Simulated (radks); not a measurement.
The numbers below are computed, except where a source is named.
Q: Coherent X-ray form factor from a spherical all-electron density. Level of theory: Dirac Kohn-Sham, LDA (Slater exchange, Perdew-Wang correlation), spin-unpolarised, spherical densities, finite nucleus; Fermi nuclear charge, rms radius of each element as measured or else 0.836 A^(1/3) + 0.57 fm (a radial shooting solver on a logarithmic mesh with Libxc functionals).

sin(theta)/lambda (1/angstrom),f0 (electrons)
0.05,56.230
0.1,54.104
0.15,51.082
0.2,47.684
0.25,44.317
0.3,41.214
0.4,36.003
0.5,31.845
0.6,28.361
0.8,22.891
1,19.198
1.25,16.241
1.5,14.024
2,10.161

The species is in the configuration that NIST lists as its ground one. Which atom or ion scatters so?

A: The praseodymium ion Pr2+, [Xe] 4f3. Extrapolating in s^2 from the first two rows gives f0(0) = 56.9, near the electron count 57; among species with that count, the fall with angle is slower the higher Z, and the table is that of Z = 59; from so few rows the species is fixed only to a neighbour or two.
